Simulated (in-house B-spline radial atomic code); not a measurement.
Ionisation energies along the 46-electron series, configuration [Kr] 4d10, as differences of self-consistent energies. NIST's values go from ground level to ground level; the uncertainty of those that are theory runs from under 0.1 % in few-electron ions to several per cent in heavy many-electron ones. Computed with a radial B-spline atomic code at the basis-set limit: non-relativistic Hartree-Fock, average of the configuration, point nuclei.

This level leaves out relativity, spin-orbit splitting included, which matters for heavy ions.

```tsv
ion	configuration after	ionisation energy (eV)	IE/(q+1)² (eV)	-ε less Coulomb ΔSCF (eV)	tabulated value (eV)	computed minus tabulated (eV)
Pr13+	[Kr] 4d9	353.1	1.8015	1.6631	350	3.1
Nd14+	[Kr] 4d9	?	?	?	?	?
Pm15+	[Kr] 4d9	434.8	1.6983	1.6579	430	4.8
Sm16+	[Kr] 4d9	478.3	1.655	1.6565	474	4.3
Eu17+	[Kr] 4d9	523.6	1.6159	1.6557	518	5.6
Gd18+	[Kr] 4d9	570.6	1.5806	1.6554	565	5.6
Tb19+	[Kr] 4d9	619.4	1.5485	1.6556	613	6.4
Dy20+	[Kr] 4d9	670.0	1.5192	1.656	664	6.0
Ho21+	[Kr] 4d9	?	?	?	?	?
Er22+	[Kr] 4d9	776.3	1.4676	1.6578	770	6.3
Tm23+	[Kr] 4d9	832.1	1.4447	1.659	825	7.1
Yb24+	[Kr] 4d9	889.7	1.4235	1.6604	882	7.7
Lu25+	[Kr] 4d9	949.0	1.4038	1.6619	941	8.0
Hf26+	[Kr] 4d9	?	?	?	?	?
Ta27+	[Kr] 4d9	1072.7	1.3683	1.6652	1064	8.7
W28+	[Kr] 4d9	1137.2	1.3522	1.6669	1132.2	5.0
Re29+	[Kr] 4d9	1203.4	1.3371	1.6688	1194	9.4
Os30+	[Kr] 4d9	1271.3	1.3229	1.6706	1262	9.3
```

(1) Fill in the row of Nd14+.

(2) Fill in the row of Ho21+.

(3) Fill in the row of Hf26+.

## Answers

(1) ionisation energy (eV): 393.0; IE/(q+1)² (eV): 1.7469; -ε less Coulomb ΔSCF (eV): 1.66; tabulated value (eV): 389; computed minus tabulated (eV): 4.0.

(2) ionisation energy (eV): 722.3; IE/(q+1)² (eV): 1.4923; -ε less Coulomb ΔSCF (eV): 1.6568; tabulated value (eV): 715; computed minus tabulated (eV): 7.3.

(3) ionisation energy (eV): 1010.0; IE/(q+1)² (eV): 1.3854; -ε less Coulomb ΔSCF (eV): 1.6635; tabulated value (eV): 1002; computed minus tabulated (eV): 8.0.
